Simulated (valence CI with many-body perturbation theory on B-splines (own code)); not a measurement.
## Ga24+: calculated level list

Calculated by valence CI with perturbative core correlation (CI+MBPT): five valence electrons over a frozen Dirac-Fock core [He], radial functions for each j: 11 s, 11 p, 10 d, 8 f, 5 g, 2 h, with the one-electron correlation potential Σ1, the two-electron term Σ2, the three-electron term Σ3, Breit, model QED; selected CI, second order for the rest, scaled by the run's own slope (own B-spline code, finite nucleus).

No measured spectrum was set against this ion. As an estimate, levels of excited configurations hold to 0.05 to 0.15 % of their energy, terms of the ground configuration to about 0.5 %. Among the levels kept, up to 5500 cm⁻¹ of a level comes from second order outside the variational space, and about a tenth of that is noise between levels of different J, which matters for small intervals.

Levels 136 to 180 of 209, with energies above the lowest level, 2s2 2p3 4S°_3/2. "Leading %" is the weight of the configuration and term that name the level; weights of strongly mixed levels are sums over their largest components and can fall short. In the jj column 3d3/2^4 stands for four electrons in 3d with j = 3/2. Lifetimes count E1, E2, E3, M1 and M2 decay at the calculated energies, and are blank where another channel may lead or the interval is too uncertain; long ones can be off by a factor of two.

```
No.  Configuration  Term     J  E (Ry)  Leading %                      Leading jj  Lifetime
136      2s 2p3 3d   4F°   7/2  114.50         69   2s 2p1/2 2p3/2^2 3d5/2 (44 %)   77.2 fs
137      2s 2p3 3d   4D°   1/2  114.51         84   2s 2p1/2^2 2p3/2 3d3/2 (55 %)    163 fs
138      2s 2p3 3d   4G°   9/2  114.58         66   2s 2p1/2 2p3/2^2 3d5/2 (58 %)   71.7 ps
139      2s 2p3 3d   4D°   3/2  114.63         62   2s 2p1/2 2p3/2^2 3d3/2 (43 %)   63.3 fs
140      2s 2p3 3p    4P   5/2  114.74         32   2s 2p1/2 2p3/2^2 3p3/2 (43 %)    296 fs
141      2s 2p3 3d   4P°   1/2  114.76         44   2s 2p1/2^2 2p3/2 3d3/2 (47 %)    250 fs
142      2s 2p3 3d   4D°   5/2  114.82         40   2s 2p1/2^2 2p3/2 3d5/2 (41 %)   30.0 fs
143      2s 2p3 3p    2P   3/2  114.84         43   2s 2p1/2 2p3/2^2 3p3/2 (41 %)    151 fs
144      2s 2p3 3d   2G°   7/2  114.99         61   2s 2p1/2 2p3/2^2 3d3/2 (36 %)   2.24 ps
145      2s 2p3 3d   4F°   9/2  115.00         95   2s 2p1/2 2p3/2^2 3d5/2 (72 %)   70.9 ps
146      2s 2p3 3p    2S   1/2  115.01         43   2s 2p1/2 2p3/2^2 3p3/2 (74 %)    105 fs
147      2s 2p3 3p    4P   3/2  115.05         54   2s 2p1/2 2p3/2^2 3p1/2 (62 %)    488 fs
148      2s 2p3 3d   4P°   3/2  115.08         43   2s 2p1/2^2 2p3/2 3d5/2 (55 %)   48.8 fs
149      2s 2p3 3p    4P   1/2  115.12         52   2s 2p1/2 2p3/2^2 3p1/2 (67 %)    349 fs
150      2s 2p3 3d   4G°  11/2  115.13        100  2s 2p1/2 2p3/2^2 3d5/2 (100 %)   99.6 ps
151      2s 2p3 3s   2P°   3/2  115.31         66            2s 2p3/2^3 3s (77 %)    215 fs
152      2s 2p3 3d   4D°   7/2  115.34         74   2s 2p1/2 2p3/2^2 3d3/2 (50 %)   26.9 fs
153      2s 2p3 3d   2D°   5/2  115.35         38   2s 2p1/2 2p3/2^2 3d5/2 (51 %)   48.2 fs
154      2s 2p3 3s   2P°   1/2  115.36         64            2s 2p3/2^3 3s (74 %)    123 fs
155      2s 2p3 3d   2G°   9/2  115.43         80   2s 2p1/2 2p3/2^2 3d3/2 (66 %)   26.2 ps
156      2s 2p3 3p    4P   5/2  115.44         62   2s 2p1/2 2p3/2^2 3p3/2 (71 %)    268 fs
157      2s 2p3 3d   4P°   1/2  115.47         42   2s 2p1/2 2p3/2^2 3d5/2 (67 %)   58.4 fs
158      2s 2p3 3d   4D°   5/2  115.51         50   2s 2p1/2 2p3/2^2 3d3/2 (83 %)   22.8 fs
159      2s 2p3 3d   2P°   3/2  115.58         37   2s 2p1/2 2p3/2^2 3d5/2 (55 %)   31.1 fs
160      2s 2p3 3d   4S°   3/2  115.73         40   2s 2p1/2 2p3/2^2 3d3/2 (74 %)   19.9 fs
161      2s 2p3 3d   2P°   1/2  115.81         56   2s 2p1/2 2p3/2^2 3d5/2 (82 %)   45.8 fs
162      2s 2p3 3p    2P   3/2  115.83         51   2s 2p1/2 2p3/2^2 3p3/2 (50 %)    271 fs
163      2s 2p3 3p    2P   1/2  115.85         47   2s 2p1/2 2p3/2^2 3p3/2 (48 %)    203 fs
164      2s 2p3 3d   2D°   3/2  116.16         46   2s 2p1/2 2p3/2^2 3d5/2 (82 %)   32.1 fs
165      2s 2p3 3p    2F   5/2  116.19         61         2s 2p3/2^3 3p1/2 (45 %)    118 fs
166      2s 2p3 3d   2F°   7/2  116.27         77   2s 2p1/2 2p3/2^2 3d5/2 (54 %)   45.8 fs
167      2s 2p3 3d   2D°   5/2  116.31         43   2s 2p1/2 2p3/2^2 3d5/2 (73 %)   31.5 fs
168      2s 2p3 3p    2F   7/2  116.43         78   2s 2p1/2 2p3/2^2 3p3/2 (49 %)    481 fs
169      2s 2p3 3p    2D   3/2  116.48         56   2s 2p1/2 2p3/2^2 3p1/2 (37 %)    285 fs
170      2s 2p3 3d   4F°   3/2  116.51         74   2s 2p1/2 2p3/2^2 3d3/2 (90 %)    214 fs
171      2s 2p3 3d   4F°   5/2  116.59         57   2s 2p1/2 2p3/2^2 3d5/2 (52 %)    124 fs
172      2s 2p3 3d   4F°   7/2  116.71         49   2s 2p1/2 2p3/2^2 3d5/2 (64 %)    421 fs
173      2s 2p3 3p    2D   5/2  116.76         76   2s 2p1/2 2p3/2^2 3p3/2 (43 %)   1.60 ps
174      2s 2p3 3p    2P   3/2  116.81         50   2s 2p1/2 2p3/2^2 3p3/2 (53 %)    156 fs
175      2s 2p3 3d   4D°   1/2  116.88         65   2s 2p1/2 2p3/2^2 3d3/2 (79 %)   32.8 fs
176      2s 2p3 3d   4P°   5/2  116.90         42   2s 2p1/2 2p3/2^2 3d5/2 (61 %)    227 fs
177      2s 2p3 3d   4D°   3/2  116.98         42   2s 2p1/2 2p3/2^2 3d5/2 (47 %)   30.8 fs
178      2s 2p3 3d   4F°   9/2  117.05         50         2s 2p3/2^3 3d5/2 (44 %)   19.6 ps
179      2s 2p3 3d   2D°   3/2  117.12         62   2s 2p1/2 2p3/2^2 3d3/2 (37 %)    255 fs
180      2s 2p3 3p    2P   1/2  117.14         74         2s 2p3/2^3 3p3/2 (46 %)    121 fs
```

Names give the largest LS component (configuration and term), which can be under half, so a name can repeat, a term be missing and a line seem to break the LS rules; names also repeat where a configuration has a term twice.
